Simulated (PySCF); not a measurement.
## Relaxation of singlet AgCl₃

These are results of PBE/[Ag def2-SVP with ECP28, Cl def2-SVP], scalar-relativistic core potentials, density fitting, no spin–orbit coupling, PySCF, not measurements. A (50,194) grid was used.

A hand-made T-shaped start, of C2v symmetry, held to at least that symmetry:

```xyz
4
charge 0 multiplicity 1, angstrom
Ag    0.0000    0.0000   -0.4009
Cl    0.0000    0.0000    1.8691
Cl    2.2686    0.0000   -0.3217
Cl   -2.2686    0.0000   -0.3217
```

Optimiser trace:
```
step  E − E(last) (kJ/mol)  largest gradient (Eh/bohr)
   0                 12.84                     0.00946
   1                  6.73                     0.00558
   2                  0.99                     0.00353
   3                  0.31                     0.00306
   4                  0.03                     0.00112
   5                  0.00                     0.00037
   6                  0.00                     0.00014
```

It ends at C2v with Ag–Cl 2.289 Å (×2), Ag–Cl 2.296 Å; Cl–Ag–Cl 96.4° (×2), Cl–Ag–Cl 167.1°. A frequency run shows a minimum. Other isomers or separated fragments may lie lower.

The relaxation took of the order of 30 core-seconds on a shared host.
